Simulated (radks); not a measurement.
Results of a calculation; reference values are marked as such.
Problem. Ba41+, 15 electrons, occupied as [Ne] 3s2 3p3. Level of theory: scalar-relativistic Kohn-Sham, PBE, spin-polarised, spherical densities, finite nucleus; open shells are filled with parallel spins first (spin-orbit coupling, left out, can overturn this in heavy ions); Fermi nuclear charge, rms radius 4.8378 fm (a radial shooting solver on a logarithmic mesh with Libxc functionals). Some entries of the table are withheld. Estimate them.

orbital  occ.  eigenvalue (hartree)  <r^2> (bohr^2)  <1/r> (bohr^-1)
1s up       1             -1462.565       0.0008880            60.70
1s down     1             -1462.284       0.0008878            60.71
2s up       1                   (1)         0.01381            14.15
2s down     1                   (2)         0.01379            14.15
2p up       3             -284.3498         0.01091            13.43
2p down     3             -284.0517         0.01090            13.43
3s up       1             -119.9820         0.07889            5.706
3s down     1             -119.0217         0.07921            5.694
3p up       3             -113.3138             (3)            5.468
3p down     0             -112.3545             (4)            5.461

Solution. 
(1) 2s up eigenvalue (hartree): -305.7704
(2) 2s down eigenvalue (hartree): -305.5610
(3) 3p up <r^2> (bohr^2): 0.07539
(4) 3p down <r^2> (bohr^2): 0.07569
